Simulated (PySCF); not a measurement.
## `[SiH2]1C(C(C)=O)=CC=C1`, C6H8OSi

Geometry:
| atom | x (Å) | y (Å) | z (Å) |
| --- | --- | --- | --- |
| C1 | -2.751 | 0.119 | -0.562 |
| C2 | -1.706 | 0.219 | 0.542 |
| O3 | -2.035 | 0.341 | 1.723 |
| C4 | -0.274 | 0.166 | 0.186 |
| C5 | 0.288 | 0.026 | -1.058 |
| C6 | 1.763 | 0.000 | -1.125 |
| C7 | 2.438 | 0.120 | 0.057 |
| Si8 | 1.146 | 0.281 | 1.430 |
| H9 | -2.630 | 0.941 | -1.303 |
| H10 | -3.761 | 0.178 | -0.111 |
| H11 | -2.652 | -0.840 | -1.119 |
| H12 | -0.304 | -0.067 | -1.988 |
| H13 | 2.261 | -0.112 | -2.106 |
| H14 | 3.539 | 0.110 | 0.101 |
| H15 | 1.197 | -0.850 | 2.424 |
| H16 | 1.228 | 1.596 | 2.163 |

Computed with UKS PBE/def2-SV(P) four-point reorganisation energy, gas phase (PySCF). Geometry: PBE/def2-SV(P).

The conformer changes in this relaxation, which adds to the reorganisation energy.

Q: What is the inner reorganisation energy for hole transfer, with the ionisation energy?

A: λ = 0.303 (surface of the oxidised species) + 0.547 (surface of the starting species) = 0.850 eV. The ionisation energy is 8.58 eV vertical and 8.28 eV adiabatic without zero-point energy; at the relaxed geometry of the oxidised species the two energies differ by 7.73 eV. Largest bond changes: Si8–C4 1.892 → 1.928 Å, C1–C2 1.524 → 1.490 Å, C5–C6 1.476 → 1.447 Å, C4–C5 1.372 → 1.396 Å, C6–C7 1.367 → 1.385 Å. ⟨S²⟩ of the relaxed oxidised species 0.756.

Q: What is the inner reorganisation energy for electron transfer, with the electron affinity?

A: λ = 0.232 (surface of the reduced species) + 0.222 (surface of the starting species) = 0.454 eV. The electron affinity is 0.65 eV vertical and 0.88 eV adiabatic without zero-point energy; at the relaxed geometry of the reduced species the two energies differ by 1.11 eV. Largest bond changes: C4–C5 1.372 → 1.425 Å, C5–C6 1.476 → 1.433 Å, C2–C4 1.477 → 1.433 Å, C6–C7 1.367 → 1.404 Å, Si8–H16 1.507 → 1.533 Å. ⟨S²⟩ of the relaxed reduced species 0.753.

The highest occupied orbital of the reduced species is unbound in this basis, so its energies are rough.
